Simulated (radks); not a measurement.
Problem. These are the eigenvalues of the occupied orbitals of an atom or ion with whole-number occupations (hartree). Method: scalar-relativistic Kohn-Sham, exchange-only LDA, spin-polarised, spherical densities, point nucleus; computed with a radial shooting solver on a logarithmic mesh with Libxc functionals.

orbital  eigenvalue
1s up     -3298.268
1s down   -3297.287
2s up     -811.3080
2s down   -809.6387
2p up     -746.5419

Which element is it, and in what charge state? The configuration may be excited. Open shells, if any, are filled with parallel spins first.

Solution. Z = 79, gold, charge +74: Au74+ in [He] 2s2 2p1. The list shows which subshells hold electrons but not how many an open one holds; the 1s level, -3298.3 hartree, gives Z - s = 81.2 by -(Z - s)^2/2, which with screening and relativity narrows Z to a few neighbours, and the depths of the outer levels then fix element, charge and occupations together.
